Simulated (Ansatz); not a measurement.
C₂H₁₀AlGaSi, SMILES `[CH3][Ga]([CH3])[SiH2][AlH2]`, 15 atoms. The species carries charge 0 and has multiplicity 1. Correlated methods include outer-core shells of Ga, which these sets cover unevenly. Scalar relativity is left out up to krypton. All runs use 4 threads of a server CPU on a shared host. Correlated methods freeze the cores.

Task: How many basis functions does each run have, and how long does it take in Ansatz? RKS CAM-B3LYP-D4/def2-TZVPP energy; direct RPA on PBE orbitals/def2-TZVPP energy; RKS HSE06 (plane-wave form)-D4/def2-TZVPP energy; RKS PBE0-D4/def2-QZVPP energy; RKS PBE0-D4/def2-TZVP relaxation (61 steps); RKS SPW92 (LDA)/def2-TZVPP energy; RHF-MP2/def2-QZVPP energy; RKS PBE0-D4/def2-TZVP frequencies; RKS ωB97M-V/def2-QZVPP energy; RKS revPBE-D4/def2-TZVPP energy; RHF-CCSD(T)/def2-SVP energy; RKS PBE0-D4/def2-SVP energy. (An estimate is asked.)

Result: Ansatz gave: Other jobs shared the machine, so times are rough.

| level | job | functions | wall time | peak host memory (GiB) |
| --- | --- | --- | --- | --- |
| RKS PBE0-D4/def2-SVP | energy | 146 | 2.4 s | 0.41 |
| RKS SPW92 (LDA)/def2-TZVPP | energy | 334 | 2.5 s | 0.57 |
| RKS revPBE-D4/def2-TZVPP | energy | 334 | 3.9 s | 0.57 |
| RKS HSE06 (plane-wave form)-D4/def2-TZVPP | energy | 334 | 8 s | 1.4 |
| RKS CAM-B3LYP-D4/def2-TZVPP | energy | 334 | 8.5 s | 1.5 |
| direct RPA on PBE orbitals/def2-TZVPP | energy | 334 | 11 s | 1.1 |
| RHF-CCSD(T)/def2-SVP | energy | 146 | 20 s | 1.1 |
| RKS PBE0-D4/def2-QZVPP | energy | 643 | 24 s | 3.3 |
| RKS ωB97M-V/def2-QZVPP | energy | 643 | 47 s | 4 |
| RHF-MP2/def2-QZVPP | energy | 643 | 57 s | 5.7 |
| RKS PBE0-D4/def2-TZVP | relaxation (61 steps) | 244 | 6.4 min | 0.94 |
| RKS PBE0-D4/def2-TZVP | frequencies | 244 | 6.8 min | 0.92 |
